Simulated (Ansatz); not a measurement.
Geometry optimisation, RKS B3LYP-D4/def2-SVPD in Ansatz.

Input:

```yaml
crystal:
  periodic: [false, false, false]
  atoms:
    - { symbol: B, position_ang: [0.045777, 0.187354, -1.016569] }
    - { symbol: F, position_ang: [-0.177024, 0.323167, 1.683915] }
    - { symbol: S, position_ang: [0.278938, -1.422526, -1.045433] }
    - { symbol: H, position_ang: [-0.016621, -0.544472, 1.447135] }
    - { symbol: F, position_ang: [-0.13107, 1.456478, -1.068947] }
basis:
  gaussian: { orbitals: def2-SVPD }
hamiltonian:
  xc: b3lyp
  dispersion: d4
relax:
  f_tol: 0.03
  max_steps: 50
```

Command:

```bash
$ ansatz run input.yaml --threads 2 --pin off --max-ram 3072MiB --backend cpu --events-out ev --progress --plain --runs-dir out
```

**Question.** Where does it end, and by what steps?

**Answer.** The forces met the threshold. After 14 steps the energy has fallen by 0.040 eV; F2 moved furthest, 0.62 Å.

| step | energy less start (eV) | largest force component (eV/Å) | accepted |
| --- | --- | --- | --- |
| 0 | 0.0000 | 0.961 | yes |
| 1 | -0.0027 | 1.130 | yes |
| 2 | 0.0883 | 2.146 | no |
| 3 | -0.0068 | 1.044 | yes |
| 4 | -0.0297 | 0.249 | yes |
| 5 | -0.0283 | 0.432 | no |
| 6 | -0.0333 | 0.219 | yes |
| 7 | -0.0360 | 0.071 | yes |
| 8 | -0.0375 | 0.042 | yes |
| 9 | -0.0378 | 0.066 | yes |
| 10 | -0.0296 | 0.723 | no |
| 11 | -0.0381 | 0.060 | yes |
| 12 | -0.0387 | 0.199 | yes |
| 13 | -0.0393 | 0.137 | yes |
| 14 | -0.0401 | 0.023 | yes |

```xyz
5
Properties=species:S:1:pos:R:3
B 0.089 0.283 -1.225
F -0.230 -0.021 2.195
S 0.271 -1.275 -0.797
H -0.079 -0.493 1.404
F -0.051 1.506 -1.576
```

The run took 22 s on 2 threads of Arm Neoverse V2 (shared host), peak memory 0.18 GiB.
